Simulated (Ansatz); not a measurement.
Born–Oppenheimer molecular dynamics of CH₇NOSi (11 atoms, charge 0, multiplicity 1). It starts at the highest image of a converged band. Of that band: The profile has 2 maxima (images 2, 4) with wells between them (image 3): this band takes more than one step, which may be the mechanism or a detour left from its start path. Neighbouring images differ by up to 3.2 eV, so the band resolves the path poorly. A vibrational analysis at the climbing image gives one clearly imaginary mode, 1541i cm⁻¹: a first-order saddle point.

Theory: RKS PBE0-D4/6-31G* (Ansatz 0.2.0).

| Property | Result |
| --- | --- |
| ensemble | NVE (velocity Verlet) |
| time step | 0.5 fs |
| steps asked | 200 |
| starting velocities drawn for | 300 K |
| seed | 6718 |

First frame:

```xyz
11
Properties=species:S:1:pos:R:3
Si 0.169 -0.053 -0.146
N 1.186 -0.292 1.437
H 1.884 -1.030 1.433
H 0.921 -0.041 2.391
H 1.641 0.451 0.367
H -0.873 0.842 0.479
O -0.616 -1.462 -0.572
C -1.655 -1.980 0.231
H -2.403 -1.212 0.474
H -2.149 -2.787 -0.320
H -1.266 -2.392 1.172
```

Question: How far do the bonds stretch over the last three quarters of this one trajectory? (Pairs bonded in most of those frames.)

Answer: 
```json
{"bond": "Si1–H6", "mean (Å)": "1.570", "spread (Å)": "0.020", "shortest": "1.53", "longest": "1.60"}
{"bond": "Si1–O7", "mean (Å)": "1.702", "spread (Å)": "0.061", "shortest": "1.60", "longest": "1.80"}
{"bond": "N2–H3", "mean (Å)": "1.023", "spread (Å)": "0.038", "shortest": "0.93", "longest": "1.11"}
{"bond": "N2–H4", "mean (Å)": "1.022", "spread (Å)": "0.036", "shortest": "0.93", "longest": "1.11"}
{"bond": "N2–H5", "mean (Å)": "1.032", "spread (Å)": "0.067", "shortest": "0.92", "longest": "1.14"}
{"bond": "O7–C8", "mean (Å)": "1.412", "spread (Å)": "0.023", "shortest": "1.37", "longest": "1.45"}
{"bond": "C8–H9", "mean (Å)": "1.102", "spread (Å)": "0.033", "shortest": "1.05", "longest": "1.15"}
{"bond": "C8–H10", "mean (Å)": "1.097", "spread (Å)": "0.007", "shortest": "1.09", "longest": "1.11"}
{"bond": "C8–H11", "mean (Å)": "1.100", "spread (Å)": "0.023", "shortest": "1.06", "longest": "1.14"}
```

Mean temperature of the second half: 578 K. The conserved energy stayed within 0.54 meV per atom of its start (net change 0.36 meV per atom), so the integration is sound. The kinetic energy rose, since the run started high on the potential surface and went downhill. It ends in pieces (CH4OSi + H3N), so much of that is their flight and rotation, not heat. A run of 0.1 ps of so small a system gives no equilibrium averages. The orbitals stay closed-shell, which can raise the energy where a bond breaks towards radicals; this wasn't checked here.

Time of the run: 12 min on 1 thread of Arm Neoverse V1 (shared host), peak memory 0.15 GiB.
